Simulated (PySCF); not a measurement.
C4H7O, SMILES [CH2]C(=O)CC, multiplicity 2.

Geometry optimised at PBE0-D3(BJ)/def2-SVP. The isomer is the one that the SMILES or the coordinates give; other isomers of the formula were not compared. Other conformers were not sampled.

Computed with PBE/def2-TZVP in PySCF.

```yaml
total_energy: -231.60124 hartree
point_group: Cs
"α spin, highest occupied and lowest empty level": -5.82 and -0.81 eV
"β spin, highest occupied and lowest empty level": -5.64 and -4.42 eV
dipole_moment: 2.79 D
quadrupole, principal values (traceless, Buckingham form, about the centre of nuclear charge): -4.64, 0.12, 4.52 D·Å
mean_static_polarisability: 53.1 bohr³ (7.87 Å³)
polarisability_principal_values: 39.3, 54.6, 65.4 bohr³
"⟨S²⟩": 0.757 (pure state 0.75)
```
